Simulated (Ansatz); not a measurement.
Program: Ansatz. Geometries: PBE0-D4/def2-TZVP. ΔE: electronic, gas phase. CBS: MP2 limit from def2 TZ/QZ plus the TZ coupled-cluster correction, frozen cores. This one scheme is used for every species. DFT in def2-TZVPP. One conformer a species, not always the lowest.

Consider the substitution at a C–O bond: `OC([SiH3])O[SiH3]` + H₂S → `[SiH3]OC([SiH3])S` + H₂O.

| species | PBE0 energy (Eh) |
| --- | --- |
| `OC([SiH3])O[SiH3]` | -772.00184 |
| H₂S | -399.26243 |
| `[SiH3]OC([SiH3])S` | -1094.89088 |
| H₂O | -76.38081 |

(1) Work out ΔE.

Largest T1 diagnostic among the species: 0.013.

## Answers

(1) ΔE = (-1094.89088) + (-76.38081) − (-772.00184) − (-399.26243) = -0.00742 Eh = -0.20 eV. CCSD(T)/CBS gives -0.30 eV.

In def2-TZVPP, CCSD(T) changes the Hartree–Fock value by −0.19 eV (the triples alone add −0.03 eV) and MP2 by −0.30 eV. The D4 term adds −0.10 eV with B3LYP and −0.05 eV with PBE0; it sums over pairs of atoms, weighted by their polarisabilities, and B3LYP, whose exchange is more repulsive, gets the larger term.

B3LYP here is the variant with VWN-RPA as its local correlation; programs differ in this.
